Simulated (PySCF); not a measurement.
Computed IR spectrum (relative IR intensity) of a molecule C2H5BF2O. Geometry optimised at r2SCAN-D4/def2-SVP. One conformer was computed; it need not be the lowest. These are r2SCAN-D4/def2-SVP (PySCF 2.14.0) values and carry that method's errors. Frequencies are harmonic and unscaled.

```csv
ν (cm⁻¹),relative intensity
99,3.3
194,75
235,12
532,6.7
604,2.0
724,5.3
917,15
1058,100
1085,60
1139,8.9
1198,16
1236,2.3
1261,43
1328,73
1386,69
1401,26
1427,7.7
1440,20
2909,28
3002,13
3044,6.7
3052,11
3823,25
```

Question: Identify the compound among the candidates.
A) OCB(F)CF
B) C[C@H](O)B(F)F
C) CCOB(F)F
D) COB(F)CF

Answer: A, OCB(F)CF
